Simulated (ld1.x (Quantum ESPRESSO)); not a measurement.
## Scattering properties, RRKJ potential for lead (Pb)

lead, norm-conserving RRKJ (Kleinman–Bylander form), made with ld1.x (Quantum ESPRESSO) 7.5 (PBE, fully relativistic). Core [Kr] 4d10 4f14, reference 5s2 5p6 5d10 6s1.75 6p2.25. Waves: 5s (bound): rc 1.25 bohr; 5d (bound): rc 2.10 bohr; 5f channel at 0.4 Ry: rc 1.85 bohr; 5p (bound): rc 1.00 bohr. Local part: the p channel. Core correction: a·sin(br)/r model core inside 0.65 bohr. rho0 = 0.01.

Open shells are filled in proportion to 2j + 1 (rel_dist='average').

Occupied shells without a wave of their own: 6p, 6s. They enter only through the test configuration that unscreens the potential, and ld1.x also counts them in the model core charge.

The phase is arctan(r·u′/u) with u = r·R(r), unwrapped; energies in Ry, scanned from -13 to 5 Ry. A pole is an energy at which the radial function vanishes at the test radius. The pseudo phase is shifted by a multiple of π to meet the all-electron one at the reference energy, and phase errors are pseudo minus all-electron; the curves can meet again beyond the range given. Levels narrower than the energy grid can be missing from the lists of poles.

For each channel, where are the poles, and over which energies does the pseudopotential scatter like the atom?

| channel | radius (bohr) | reference energy (Ry) | poles, all-electron | poles, pseudo | unbroken range about the reference energy with phases within 0.05 rad | phase error 1 Ry above the reference energy (rad) |
| --- | --- | --- | --- | --- | --- | --- |
| s | 2.31 | -10.59 | -10.56, 1.53 | -10.56, 1.22 | below -1.8 | -0.000 |
| p1/2 | 2.31 | -7.54 | -7.51, 3.04 | -6.34, 3.58 | not even at the reference energy | -0.133 |
| p3/2 | 2.31 | -5.90 | -5.84, 4.03 | -6.34, 3.58 | not even at the reference energy | -0.013 |
| d3/2 | 2.31 | -1.70 | -1.39 | -1.39 | below 1.6 | +0.003 |
| d5/2 | 2.31 | -1.51 | -1.15 | -1.15 | below 1.8 | +0.002 |
| f5/2 | 2.31 | 0.40 | 3.69 | 3.72 | the whole range | +0.002 |
| f7/2 | 2.31 | 0.40 | 3.73 | 3.76 | the whole range | +0.001 |

A Bessel basis up to 400 Ry misses an occupied level by 2.07 Ry, so cutoffs and ghosts were not judged. The potential misses its own reference levels by up to 15.7 eV, so it is not fit for use. ld1.x takes every shell without a wave as core, so the model core holds the 6p, 6s electrons as well and exchange and correlation see them twice. This cancels in the reference configuration, but the file is broken for other ones, and its errors say nothing about a proper core correction.

Phases in the p1/2 channel:

```
E (Ry)  all-electron  pseudo
-13.00         1.444  -1.697
-12.04         1.439  -1.703
-11.08         1.432  -1.709
-10.12         1.424  -1.717
 -9.16         1.414  -1.727
 -8.20         1.397  -1.739
 -7.24        -1.723  -1.761
 -6.28        -1.755  -4.796
 -5.32        -1.778  -4.905
 -4.36        -1.808  -4.938
 -3.40        -1.852  -4.979
 -2.44        -1.929  -5.046
 -1.48        -2.101  -5.180
 -0.52        -2.741  -5.588
  0.44        -4.125  -6.932
  1.40        -4.521  -7.565
  2.36        -4.656  -7.747
  3.32        -4.732  -7.836
  4.28        -4.790  -7.896
```
